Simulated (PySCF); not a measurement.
Electron correlation in In³⁴⁺ (indium, charge +34)

[Ne] 3s2 3p3, high-spin 4S determinant. Computed with PySCF 2.14 in an uncontracted even-tempered set (18 s from 5.6 bohr⁻², ratio 2.5; 12 p from 7.3 bohr⁻², ratio 2.5; 5 d from 30 bohr⁻², ratio 2.7; 4 f from 45 bohr⁻², ratio 2.7), with the spin-free X2C one-electron Hamiltonian (Gaussian nucleus). Frozen: 1s2; 13 electrons correlated; the 21 highest virtual orbitals of each spin left out.

```json
{"level": "CCSD", "correlation energy (mhartree)": "-527.21"}
{"level": "(T)", "correlation energy (mhartree)": "-1.05"}
{"level": "CCSD(T)", "correlation energy (mhartree)": "-528.26"}
```

Diagnostics: T1 = 0.00033, D1 = 0.0010, largest double amplitude 0.025.

Spin-orbit coupling is strong in this species (close to jj coupling), so the high-spin LS determinant is a model state, not a physical level.

Cost of the coupled-cluster step: about 30 core-seconds, for 13 correlated electrons.

Iterations:

```
CC2 = 0
CCSD nocc = (np.int64(8), np.int64(5)), nmo = (85, 85)
frozen orbitals [[0, 86, 87, 88, 89, 90, 91, 92, 93, 94, 95, 96, 97, 98, 99, 100, 101, 102, 103, 104, 105, 106], [0, 86, 87, 88, 89, 90, 91, 92, 93, 94, 95, 96, 97, 98, 99, 100, 101, 102, 103, 104, 105, 106]]
max_cycle = 100
direct = 0
conv_tol = 1e-08
conv_tol_normt = 1e-06
diis_space = 8
diis_start_cycle = 0
Init t2, MP2 energy = -0.512263610779819
Init E_corr(UCCSD) = -0.512263610779829
cycle = 1  E_corr(UCCSD) = -0.524247193906654  dE = -0.0119835831  norm(t1,t2) = 0.00983308
cycle = 2  E_corr(UCCSD) = -0.526618203200817  dE = -0.00237100929  norm(t1,t2) = 0.00209611
cycle = 3  E_corr(UCCSD) = -0.527214069183553  dE = -0.000595865983  norm(t1,t2) = 0.00046771
cycle = 4  E_corr(UCCSD) = -0.527210026185093  dE = 4.04299846e-06  norm(t1,t2) = 1.58188e-05
cycle = 5  E_corr(UCCSD) = -0.527209996232424  dE = 2.99526691e-08  norm(t1,t2) = 1.54807e-07
cycle = 6  E_corr(UCCSD) = -0.527210001482722  dE = -5.25029853e-09  norm(t1,t2) = 7.94903e-09
UCCSD converged
E(UCCSD) = -4956.275196865121  E_corr = -0.5272100014827222
UCCSD(T) correction = -0.00104683887939178
```

At this charge the one-electron X2C treatment keeps the bare 1/r₁₂, with no two-electron picture change or Breit term. The effect here is smaller than on the frozen 1s shell; and a scalar Hamiltonian misses the large spin-orbit splitting of the p shells, which matters for ns² → np² pairs.

Spin-orbit coupling is strong in this species, so the high-spin LS determinant is a model state.
